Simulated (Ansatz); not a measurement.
Start from `C#CC[TeH]` and change one atom or group to get `C#CCOC`.

Ansatz, PBE0-D4/def2-TZVP geometries, multiplicity 1. Each molecule was computed in one conformer, which needn't be the lowest.

Elements past krypton have def2 core potentials.

| property | `C#CC[TeH]` |
| --- | --- |
| HOMO–LUMO gap (B3LYP/def2-TZVPP) / eV | 4.79 |
| HOMO–LUMO gap (PBE/def2-TZVPP) / eV | 3.34 |
| LUMO energy (PBE/def2-TZVPP) / eV | -1.89 |
| size of the dipole moment (ωB97M-V/def2-TZVPP) / D | 0.78 |
| HOMO energy (B3LYP/def2-TZVPP) / eV | -6.08 |
| HOMO–LUMO gap (PBE0/def2-TZVPP) / eV | 5.24 |

Problem. What does the change do to each property? (An estimate is asked.)

Solution. The calculation gave: 
```tsv
property	`C#CCOC`	shift
HOMO–LUMO gap (B3LYP/def2-TZVPP) / eV	7.59	2.80
HOMO–LUMO gap (PBE/def2-TZVPP) / eV	5.54	2.20
LUMO energy (PBE/def2-TZVPP) / eV	-0.52	1.37
size of the dipole moment (ωB97M-V/def2-TZVPP) / D	1.51	0.73
HOMO energy (B3LYP/def2-TZVPP) / eV	-7.34	-1.26
HOMO–LUMO gap (PBE0/def2-TZVPP) / eV	8.07	2.83
```

With PBE0 the HOMO falls by 1.26 eV and the LUMO rises by 1.58 eV, so the gap widens by about 2.84 eV. PBE moves the HOMO by -0.83 eV and ωB97M-V by -1.46 eV. The zero-point energy changes by 95.6 kJ/mol with +9 modes. Dipoles are sizes alone; their direction can turn.

B3LYP here is the variant with VWN-RPA as its local correlation; programs differ in this.

Spin–orbit coupling is left out; it splits and shifts lone-pair levels of the heavy atoms by tenths of an eV.
